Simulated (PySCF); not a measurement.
chloro(ethenylsilyl)silane (C2H7ClSi2), SMILES C=C[SiH2][SiH2]Cl. Geometry: TPSSh-D3(BJ)/def2-SVP. One conformer was computed; it need not be the lowest.

Computed equilibrium geometry at TPSSh-D3(BJ)/def2-SVP (PySCF confirms it by a frequency run) as bond lengths and angles (one conformer of several):
Atoms: C1 C2 Si3 Si4 Cl5 H6 H7 H8 H9 H10 H11 H12. Bonds (Å): C1–C2 1.343, C1–H6 1.096, C1–H7 1.096, C2–Si3 1.875, C2–H8 1.099, Si3–Si4 2.349, Si3–H9 1.490, Si3–H10 1.490, Si4–Cl5 2.091, Si4–H11 1.488, Si4–H12 1.488. Bond angles (°): C2–C1–H6 122.0, C2–C1–H7 121.9, H6–C1–H7 116.0, C1–C2–Si3 123.8, C1–C2–H8 118.0, Si3–C2–H8 118.2, C2–Si3–Si4 109.9, C2–Si3–H9 111.3, C2–Si3–H10 109.7, Si4–Si3–H9 107.9, Si4–Si3–H10 108.5, H9–Si3–H10 109.5, Si3–Si4–Cl5 108.4, Si3–Si4–H11 112.1, Si3–Si4–H12 111.7, Cl5–Si4–H11 108.0, Cl5–Si4–H12 108.1, H11–Si4–H12 108.4.
